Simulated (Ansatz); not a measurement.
Cost and result for the atomization energy of AlH₆N₃ (`[NH2][Al]([NH2])[NH2]`) (10 atoms, 9 bonds).

Z-matrix (Å, degrees):
```
N
Al 1 1.771
H 1 1.006 2 125.0
H 1 1.006 2 125.0 3 -180.0
N 2 1.771 1 120.0 3 -167.0
N 2 1.771 1 120.0 3 12.9
H 5 1.006 2 125.0 1 -167.1
H 5 1.006 2 125.0 1 12.9
H 6 1.006 2 125.0 1 -167.0
H 6 1.006 2 125.0 1 12.9
```

Total charge 0; spin multiplicity 1. The geometry is a stationary point of PBE0-D4/def2-TZVP. It is one conformer, not always the lowest. Program: Ansatz. All runs use 4 threads of an Arm Neoverse V1 on a shared host. Times are those of one run each, without the atoms' runs, and a repeat can differ threefold. Electronic energies, without spin–orbit coupling; frozen cores. CCSD(T)/CBS adds CCSD(T) − MP2 in def2-TZVPP to the MP2 limit, and its time is that of the two runs behind it. T1 = 0.009.

CCSD(T)/CBS is a level of theory with its own doubt, some kJ/mol a heavy atom from the limit and from the frozen cores, so smaller differences don't rank the functionals.

```tsv
level	functions	wall time	atomization (kJ/mol)	difference from CCSD(T)/CBS	per bond
LDA (SPW92)/def2-TZVPP	219	0.85 s	3945.7	466.9	51.9
revPBE-D4/def2-TZVPP	219	1.3 s	3423.6	-55.2	-6.1
BLYP-D4/def2-TZVPP	219	1.4 s	3498.0	19.2	2.1
PBE0-D4/def2-TZVPP	219	1.6 s	3436.9	-41.9	-4.7
BHLYP-D4/def2-TZVPP	219	1.8 s	3365.7	-113.1	-12.6
CCSD(T)/def2-SVP	90	1.8 s	3159.2	-319.6	-35.5
CAM-B3LYP-D4/def2-TZVPP	219	1.9 s	3505.3	26.5	2.9
r2SCANh-D4/def2-TZVPP	219	2.9 s	3414.8	-64.0	-7.1
B2PLYP/def2-TZVPP	219	3.2 s	3439.4	-39.4	-4.4
B97M-V/def2-TZVPP	219	4.7 s	3463.0	-15.8	-1.8
MP2/def2-QZVPP	421	11 s	3472.9	-5.9	-0.7
CCSD(T)/def2-TZVPP	219	47 s	3349.6	-129.2	-14.4
CCSD(T)/CBS(def2)	–	58 s	3478.8	0.0	0.0
```

From r2SCAN to r2SCAN0 (25 % exact exchange), in def2-TZVPP and without D4, the atomization energy moves by −65.6 kJ/mol: exact exchange takes away binding that semilocal exchange gives to molecules. The D4 term adds +25.0 kJ/mol with B3LYP and +13.2 kJ/mol with PBE0; it sums over pairs of atoms, weighted by their polarisabilities, and B3LYP, whose exchange is more repulsive, gets the larger term. Leaving LDA and LC-ωPBE aside and taking each functional with its dispersion term where it has one, the values, not all of them listed here, spread over 151.9 kJ/mol, from BHLYP-D4 to PBE-D4. LDA lies +443.8 kJ/mol from PBE without D4, its usual overbinding.

B3LYP here is the variant with VWN-RPA as its local correlation; programs differ in this.
